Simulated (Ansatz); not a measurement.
```xyz
10

F     1.1175   -1.9320    0.3102
C     1.7586   -0.6994    0.2379
Ga    0.4948    0.7649   -0.2358
Si   -1.8683    0.2813   -0.3364
Cl   -2.4798    0.5477    1.6339
H     2.2333   -0.5046    1.2071
H     2.5646   -0.7778   -0.5014
H     1.0730    2.2160   -0.4224
H    -2.2198   -1.1082   -0.7237
H    -2.6739    1.2121   -1.1693
```

Total charge 0; spin multiplicity 1.

**Question.** List the r2SCAN/def2-TZVPP orbital energies in eV (Ansatz 0.2.0). (An estimate is asked.)

**Answer.** The calculation gave: Occupied: -10122.53, -2753.34, -1791.89, -1244.76, -1101.20, -1101.09, -1101.08, -665.88, -274.92, -254.72, -193.26, -193.12, -193.12, -148.29, -142.27, -101.28, -100.94, -100.90, -97.20, -97.09, -97.09, -31.29, -21.43, -20.87, -20.72, -20.70, -20.63, -20.53, -17.67, -13.81, -12.43, -12.13, -11.82, -10.16, -9.95, -9.54, -8.72, -8.49, -7.89, -7.16, -6.56. Lowest empty: -2.84, -0.31, -0.15, -0.03, 0.60, 1.30, 1.78, 2.75.
